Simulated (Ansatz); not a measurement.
Basis-set series for `O[Si](O)(F)S`. Charge 0, multiplicity 1. Geometry: relaxed with PBE0-D4/def2-TZVP. It is one conformer, not always the lowest.

```
functional       basis  functions  energy (Eh)  HOMO (eV)  LUMO (eV)
   PBE0-D4    def2-SVP         93   -939.04812      -7.69       0.76
   PBE0-D4  def2-TZVPP        219   -939.62585      -7.87       0.25
   ωB97M-V    def2-SVP         93   -939.45143      -9.87       2.57
   ωB97M-V  def2-TZVPP        219   -940.03380     -10.09       1.83
```

Question: Give the rows for def2-QZVPP. (Best estimate.)

Answer: The calculation gave: 
```json
{"functional": "PBE0-D4", "basis": "def2-QZVPP", "functions": "401", "energy (Eh)": "-939.66306", "HOMO (eV)": "-7.91", "LUMO (eV)": "-0.08"}
{"functional": "ωB97M-V", "basis": "def2-QZVPP", "functions": "401", "energy (Eh)": "-940.06897", "HOMO (eV)": "-10.14", "LUMO (eV)": "1.25"}
```

Positive LUMOs are unbound and depend on the basis.

Program: Ansatz 0.2.0.
